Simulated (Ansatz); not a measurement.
# Redistribution: C2H9FSi2 + SiH3(OH) → C2H10OSi2 + SiH3F

Gas-phase species: C2H9FSi2 `F[SiH2]CC[SiH3]`, singlet; SiH3(OH) (silanol), singlet; C2H10OSi2 `O[SiH2]CC[SiH3]`, singlet; SiH3F `F[SiH3]`, singlet. The partners trade F for OH; both sit on Si, so the bond types are kept.

Shapes, held fixed at every level: PBE0-D4/def2-TZVP. Flexible molecules stand in one conformer, not always the lowest. Programs: Ansatz 0.2.0. The zero-point and thermal change to 298 K, harmonic and unscaled (PBE0-D4/def2-TZVP), is 0.0 kJ/mol.

```tsv
level	kind	ΔH(298 K) (kJ/mol)	less CCSD(T)/CBS estimate
HF/def2-SVP	Hartree–Fock	+3.0	+4.0
HF/def2-TZVPP	Hartree–Fock	+3.6	+4.6
SPW92/def2-TZVPP	LDA	-3.6	-2.6
wB97M-V/def2-TZVPP	range-separated hybrid	-0.9	+0.1
MP2/def2-TZVPP	perturbation theory	-1.9	-0.9
CCSD/def2-TZVPP	coupled cluster or CI	-0.4	+0.6
CCSD(T)/CBS estimate	coupled cluster or CI	-1.0	0.0
```

The highest level, CCSD(T)/CBS estimate, gives ΔH(298 K) = -1.0 kJ/mol; the levels span -3.6 to +3.6. That is about zero within the method's error. They disagree on the sign: 2 of 7 are positive. The column of differences is taken from that level and isn't an error. No measured value is set beside it here. The CBS estimate extrapolates MP2 from def2-TZVPP and def2-QZVPP and adds CCSD(T) − MP2 in the triple-zeta set, cores frozen.
